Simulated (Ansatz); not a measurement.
Isolated molecules relaxed with PBE0-D4/def2-TZVP in Ansatz; ΔE leaves out vibrations. CCSD(T)/CBS is the MP2 limit (def2-TZVPP, def2-QZVPP) plus CCSD(T) − MP2 in def2-TZVPP, frozen cores. This one scheme is used for every species. DFT in def2-TZVPP. For Ge outer-core shells are correlated without core-valence functions, which leaves a few kJ/mol of doubt a bond. Scalar relativity is left out up to krypton. Each species was taken in one conformer, which may not be the lowest.

`C[CH2][GeH2][SiH3]` + `[SiH3][SiH2][SiH2][SiH3]` → `[SiH3][SiH2][SiH2][SiH2][GeH2][SiH3]` + `CC`  (formal exchange of groups at a Ge–C bond)

(1) Is it downhill or uphill in electronic energy at CCSD(T)/CBS, and by how much? (An estimate is asked.)

(2) What do these levels give: r2SCAN-D4, PBE, PBE0, HF/def2-TZVPP, SCS-MP2/def2-TZVPP, SCS-MP2/def2-QZVPP? (An estimate is asked.)

Largest T1 diagnostic among the species: 0.014.

## Answers

(1) The calculation gave: Downhill: ΔE = -12.8 kcal/mol.

(2) The calculation gave: r2SCAN-D4 -13.9, PBE -12.9, PBE0 -12.9, HF/def2-TZVPP -8.5, SCS-MP2/def2-TZVPP -10.8, SCS-MP2/def2-QZVPP -11.1 kcal/mol.

The D4 term adds −3.5 kcal/mol with B3LYP and −2.1 kcal/mol with PBE0; it sums over pairs of atoms, weighted by their polarisabilities, and B3LYP, whose exchange is more repulsive, gets the larger term. In def2-TZVPP, CCSD(T) changes the Hartree–Fock value by −3.6 kcal/mol (the triples alone add −0.6 kcal/mol) and MP2 by −3.5 kcal/mol.

B3LYP here is the variant with VWN-RPA as its local correlation; programs differ in this.
